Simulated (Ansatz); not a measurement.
The multiplicity is imposed and other spin states were not computed.

Species: [Zn(CH3)(OCH3)] (charge 0, multiplicity 1).

Question: Give a relaxed geometry from PBE-D3(BJ)/def2-SVP (Ansatz, a program for electronic structure).

Answer: One answer among several that fit: the end point of this relaxation, one of several conformers.
Cartesian coordinates (Å) in one orientation:
```xyz
10

Zn    -0.327     0.104     0.083
C     -0.895    -1.562     0.867
H     -1.704    -2.025     0.267
H     -1.281    -1.397     1.893
H     -0.053    -2.281     0.925
O      0.261     1.702    -0.472
C      0.188     2.203    -1.775
H      0.751     1.596    -2.530
H      0.631     3.226    -1.808
H     -0.857     2.305    -2.168
```
